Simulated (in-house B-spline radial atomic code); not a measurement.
**The krypton ion Kr⁵⁺: [Ar] 3d10 4s2 4p1**

All numbers are computed (non-relativistic B3LYP, spin-polarised, spherical fractional occupations, exact exchange averaged over the configuration; point nucleus) with an all-electron radial atomic-structure program (B-spline basis), not measured.

Screening seen three ways: the hydrogenic charge with the same mean radius, Z_r = [3n² - l(l+1)]/(2<r>), the one with the same energy, Z_e = n√(-2ε), and Slater's rules. Values are occupation-weighted means over spin.

| shell | electrons | ε (eV) | <r> (bohr) | Z_r | Z_e | Slater |
| --- | --- | --- | --- | --- | --- | --- |
| 1s | 2 | -14028 | 0.04245 | 35.33 | 32.11 | 35.70 |
| 2s | 2 | -1900.6 | 0.1877 | 31.97 | 23.64 | 31.85 |
| 2p | 6 | -1725.8 | 0.1618 | 30.89 | 22.53 | 31.85 |
| 3s | 2 | -336.18 | 0.5398 | 25.01 | 14.91 | 24.75 |
| 3p | 6 | -273.55 | 0.5435 | 23.00 | 13.45 | 24.75 |
| 3d | 10 | -161.28 | 0.5477 | 19.17 | 10.33 | 14.85 |
| 4s | 2 | -87.395 | 1.421 | 16.90 | 10.14 | 10.00 |
| 4p | 1 | -72.257 | 1.552 | 14.82 | 9.22 | 10.00 |

The least bound orbital is 4p up at -72.26 eV, and it is also the most diffuse (<r> = 1.552 bohr).
